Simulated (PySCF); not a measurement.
## Ho²⁺ (holmium, charge +2) across methods

[Xe] 4f11, one real determinant. Computed with PySCF 2.14 in cc-pVDZ-X2C, with scalar relativity by spin-free X2C-1e.

```csv
method,E (hartree),mean ε 5p β (eV),mean ε 4f α (eV),mean ε 4f β (eV),Σ⟨r²⟩ (bohr²),⟨S²⟩
TPSSh,-12614.83,-40.104,-18.454,-16.599,37.61,3.752
LDA,-12606.34,-39.529,-17.757,-15.717,37.74,3.752
r2SCAN,-12615.32,-39.877,-17.465,-15.636,37.50,3.753
MN15,-12623.88,-42.004,-21.710,-18.839,37.42,3.755
r2SCANh,-12615.24,-40.509,-18.647,-16.687,37.41,3.753
UHF,-12610.66075,-45.162,-28.600,-25.366,37.06,3.754
PBE,-12615.10,-39.247,-17.489,-15.643,37.78,3.752
PBE0,-12614.94,-41.005,-20.401,-18.238,37.44,3.752
```

⟨L²⟩ = 34.01 against 42 for a pure I term, so this real determinant mixes terms. Spin-orbit coupling, absent here, splits the open shell strongly.
